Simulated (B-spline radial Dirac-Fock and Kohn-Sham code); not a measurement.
Z = 20 (calcium), transition energy 436 keV. Calculated with a radial finite-basis atomic code, using a Dirac-Hartree-Slater potential of the neutral atom with a Latter tail (no hole, which puts coefficients of high multipoles low close above an edge), finite nucleus with surface currents. Subshells that would emit electrons below 1 keV are left out.

**Question.** A pure transition shows α(K) = 0.00394, L1/L2 = 47.7 and L1/L3 = 78.6. What is its multipolarity?
A. M1
B. M4
C. E3
D. M2
E. E2
F. E4
G. E1
H. M3

**Answer.** H. For comparison, α(K), L1/L2, L1/L3 are E1 0.000250, 218, 107; E2 0.000966, 91.6, 73.9; E3 0.00328, 40.5, 44.8; E4 0.0107, 21.3, 27.6; M1 0.000349, 143, 216; M2 0.00120, 76.9, 167; M4 0.0128, 32.5, 39.5.
